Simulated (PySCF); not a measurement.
A calculated (LDA, PySCF 2.14, aug-cc-pVTZ with one added diffuse shell each of s, p, d, f, g type, the non-relativistic Hamiltonian (point nucleus)) atom or ion has these occupied shells.

```csv
shell,electrons,orbital energy (eV),"rms radius, mean of both spins (bohr)"
1s β,1,-4846.8,0.0813
1s α,1,-4846.7,0.0813
2s α,1,-553.44,0.357
2s β,1,-553.11,0.357
2p α,3,-467.06,0.323
2p β,3,-466.81,0.323
3s α,1,-84.090,1.08
3s β,1,-83.264,1.08
3p α,3,-61.043,1.15
3p β,3,-60.259,1.15
3d α,1,-25.566,1.44
4s β,1,-19.458,2.99
```

Q: Name the element and its charge.

A: Ti(2+) (titanium, charge +2), in [Ar] 3d1 4s1, 4s spin antiparallel (an excited configuration).
